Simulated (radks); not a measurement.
Q: Successive ionisation energies (eV) of one element, from differences of total energies of ions in their ground configurations, starting at charge 0: 8.317, 15.968, 24.414, 44.294, 55.423, 99.806, 120.76, 142.64, 165.39, 188.96, 213.30, 238.39, 264.19, 290.69, 317.85, 424.43, 454.17, 484.32, 514.82, 545.63, 576.71, 663.59. Method: scalar-relativistic Kohn-Sham, PBE, spin-unpolarised, spherical densities, point nucleus; computed with a radial shooting solver on a logarithmic mesh with Libxc functionals. Which element is it?

A: Antimony (Z = 51). The first species listed is Sb in [Kr] 4d10 5s2 5p3, the last Sb21+ in [Ar] 3d10 4s2.
